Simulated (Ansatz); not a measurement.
Cost and result for the atomization energy of `O=CC(F)BF` (9 atoms, 8 bonds).

```xyz
9

O    -0.779    1.555   -1.161
C     0.218    0.969   -0.861
C     0.237   -0.427   -0.274
F     1.549   -0.857   -0.186
B    -0.487   -0.510    1.131
F    -1.773   -0.252    1.187
H     1.234    1.402   -0.982
H    -0.299   -1.076   -0.982
H     0.101   -0.804    2.129
```

The species carries charge 0 and has multiplicity 1. The structure was optimised at the PBE0-D4/def2-TZVP level. It is one conformer, not always the lowest. Program: Ansatz. All runs use 4 threads of an Arm Neoverse V1 on a shared host. Times are those of one run each, without the atoms' runs, and a repeat can differ threefold. Electronic energies, without spin–orbit coupling; frozen cores. CCSD(T)/CBS adds CCSD(T) − MP2 in def2-TZVPP to the MP2 limit, and its time is that of the two runs behind it. T1 = 0.015. B3LYP takes the VWN-RPA correlation (the form of Gaussian; ORCA's B3LYP/G).

CCSD(T)/CBS is a level of theory with its own doubt, some kJ/mol a heavy atom from the limit and from the frozen cores, so smaller differences don't rank the functionals.

```csv
level,functions,wall time,atomization (kcal/mol),difference from CCSD(T)/CBS,per bond
PBE-D4/def2-TZVPP (with forces),228,1.9 s,947.1,39.0,4.9
PBE0-D4/def2-TZVPP,228,2.2 s,917.2,9.1,1.1
B3LYP-D4/def2-TZVPP (with forces),228,3.3 s,911.3,3.2,0.4
r2SCAN-D4/def2-TZVPP (with forces),228,3.9 s,918.5,10.4,1.3
B2PLYP/def2-TZVPP,228,4.3 s,904.9,-3.2,-0.4
ωB97X-V/def2-TZVPP,228,6.5 s,913.3,5.2,0.7
ωB97M-V/def2-TZVPP (with forces),228,9 s,915.5,7.4,0.9
MP2/def2-QZVPP,432,18 s,932.1,24.0,3.0
CCSD(T)/def2-TZVPP,228,2.5 min,884.9,-23.2,-2.9
CCSD(T)/CBS(def2),–,2.8 min,908.1,0.0,0.0
```

From PBE to PBE0 (25 % exact exchange), in def2-TZVPP and without D4, the atomization energy moves by −29.3 kcal/mol: exact exchange takes away binding that semilocal exchange gives to molecules. The D4 term adds +5.7 kcal/mol with B3LYP and +2.9 kcal/mol with PBE0; it sums over pairs of atoms, weighted by their polarisabilities, and B3LYP, whose exchange is more repulsive, gets the larger term. In def2-TZVPP, CCSD(T) changes the Hartree–Fock value by +230.1 kcal/mol (the triples alone add +17.1 kcal/mol) and MP2 by +263.6 kcal/mol; breaking electron pairs costs correlation energy, which Hartree–Fock lacks.
